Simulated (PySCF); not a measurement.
carbon diselenide (CSe2), SMILES [Se]=C=[Se].

Geometry: ωB97X-D3(BJ)/def2-TZVP.

Two levels are set side by side: PBE/def2-TZVPD (PySCF) and HF/def2-TZVPD (PySCF). Same geometry, gas phase. Differences are taken from unrounded values.

| quantity | HF | PBE | PBE minus HF |
|---|---|---|---|
| orbital gap (eV) | 9.99 | 3.37 | -6.62 |
| highest occupied level (eV) | -9.33 | -6.32 | 3.01 |
| lowest empty level (eV) | 0.65 | -2.96 | -3.61 |
| mean polarisability (bohr³) | 73.3 | 73.1 | -0.2 |

PBE's occupied levels lie high since its potential decays too fast outside the molecule; exact exchange lowers them and widens the gap. Differences between two approximate levels are no errors against the true value.

Rough cost on one machine, each run with all the roots and properties that it gave: HF against PBE within a factor of 2.
